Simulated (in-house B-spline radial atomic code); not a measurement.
The thulium ion Tm²⁹⁺: [He] 2s1 2p6 3s2 3p6 3d10 4s2 4p6 4d5 (with a hole in an inner shell)

Method: Dirac-Hartree-Fock, average of configuration, Fermi nucleus of rms radius 5.2256 fm. Calculated with an all-electron radial atomic-structure program (B-spline basis).

Screening seen three ways: the hydrogenic charge with the same mean radius, Z_r = [3n² - l(l+1)]/(2<r>), the one with the same energy, Z_e = n√(-2ε), and Slater's rules. Values are occupation-weighted means over j. An effective charge above Z reflects the relativistic contraction of the inner shells.

```json
{"shell": "1s", "electrons": "2", "ε (eV)": "-61064", "<r> (bohr)": "0.02001", "Z_r": "74.96", "Z_e": "66.99", "Slater": "68.70"}
{"shell": "2s", "electrons": "1", "ε (eV)": "-11443", "<r> (bohr)": "0.08418", "Z_r": "71.28", "Z_e": "58.00", "Slater": "65.20"}
{"shell": "2p", "electrons": "6", "ε (eV)": "-10271", "<r> (bohr)": "0.07466", "Z_r": "66.97", "Z_e": "54.95", "Slater": "65.20"}
{"shell": "3s", "electrons": "2", "ε (eV)": "-3443.9", "<r> (bohr)": "0.2164", "Z_r": "62.38", "Z_e": "47.73", "Slater": "58.60"}
{"shell": "3p", "electrons": "6", "ε (eV)": "-3088.1", "<r> (bohr)": "0.2147", "Z_r": "58.23", "Z_e": "45.20", "Slater": "58.60"}
{"shell": "3d", "electrons": "10", "ε (eV)": "-2629.3", "<r> (bohr)": "0.1945", "Z_r": "53.98", "Z_e": "41.70", "Slater": "48.85"}
{"shell": "4s", "electrons": "2", "ε (eV)": "-1432.2", "<r> (bohr)": "0.4551", "Z_r": "52.73", "Z_e": "41.04", "Slater": "42.25"}
{"shell": "4p", "electrons": "6", "ε (eV)": "-1295.8", "<r> (bohr)": "0.4686", "Z_r": "49.08", "Z_e": "39.04", "Slater": "42.25"}
{"shell": "4d", "electrons": "5", "ε (eV)": "-1120", "<r> (bohr)": "0.4735", "Z_r": "44.35", "Z_e": "36.29", "Slater": "32.60"}
```

The least bound orbital is 4d5/2 at -1115 eV, and it is also the most diffuse (<r> = 0.476 bohr). The part-filled 2s shell lies below the filled 4p shell in orbital energy.

Spin-orbit splittings of the orbital energies (j = l + 1/2 above j = l - 1/2 when positive): 2p 993.7 eV, 3p 220.1 eV, 3d 48.73 eV, 4p 62.42 eV, 4d 13.07 eV.

For the 1s electron the small component carries 6.69 % of the norm, the zero-frequency Breit interaction raises the level by 188.6 eV, self-energy by 118 eV, and vacuum polarisation lowers it by 20.72 eV.
